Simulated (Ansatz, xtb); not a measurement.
**C6H7OP: which of two isomers lies lower**

We compare X, `COC1=CC=CP=C1`, a singlet, with Y, `C=CC1=PC=C(C)O1`, a singlet. Both are isolated molecules in the gas phase, relaxed with B3LYP-D3(BJ)/def2-SVP; each stands in its lowest conformer found.

Quicker runs give these differences E(Y) − E(X): GFN2-xTB +2.1 kcal/mol; HF/STO-3G +7.2 kcal/mol (at GFN2-xTB geometries); r2SCAN-D4/def2-SVP +6.6 kcal/mol (at GFN2-xTB geometries).

Q: Estimate E(Y) − E(X) at the level CCSD(T)/def2-SVP + ΔMP2/def2-TZVPP.

A: Calculated at CCSD(T)/def2-SVP + ΔMP2/def2-TZVPP: E(Y) − E(X) = +5.9 kcal/mol, so structure X lies lower.

The same difference at several levels:

```
                             level               geometry  E(Y) − E(X) (kcal/mol)  departure from the last row (kcal/mol)  job, with rough time for the two
                          GFN2-xTB               GFN2-xTB                      +2.1                                    −3.8              optimisation, 0.14 s
                         HF/STO-3G               GFN2-xTB                      +7.2                                    +1.3              single point, 0.44 s
                r2SCAN-D4/def2-SVP               GFN2-xTB                      +6.6                                    +0.7               single point, 4.5 s
             B3LYP-D3(BJ)/def2-SVP  B3LYP-D3(BJ)/def2-SVP                      +7.8                                    +1.9                optimisation, 34 s
                       HF/def2-SVP  B3LYP-D3(BJ)/def2-SVP                      +9.6                                    +3.7           part of the CCSD(T) run
                      MP2/def2-SVP  B3LYP-D3(BJ)/def2-SVP                      +5.9                                     0.0           part of the CCSD(T) run
                  CCSD(T)/def2-SVP  B3LYP-D3(BJ)/def2-SVP                      +4.4                                    −1.6                      single point
CCSD(T)/def2-SVP + ΔMP2/def2-TZVPP  B3LYP-D3(BJ)/def2-SVP                      +5.9                                                     single point, 1.8 min
```

As drawn, both hold the same kinds of bond in the same numbers. Structure X has a 6-membered ring, Y a 5-membered ring.

None of the levels shown reverses the order. The largest departure from CCSD(T)/def2-SVP + ΔMP2/def2-TZVPP is that of GFN2-xTB, 3.8 kcal/mol. The last row adds to CCSD(T) the change of the MP2 difference between the two basis sets, here +1.6 kcal/mol.

With thermal terms from frequencies at re-optimised GFN2-xTB minima (ideal gas, soft modes damped towards free rotors, one conformer each, 298.15 K, 1 atm): on the last row, ΔE + ΔZPE = +5.3, ΔH = +5.7, ΔG = +4.6 kcal/mol.

The correlated steps freeze 12 core orbitals. Programs: Ansatz 0.2.0, xtb 6.7.1; the last row on 4 threads of Arm Neoverse V1 on a shared host.
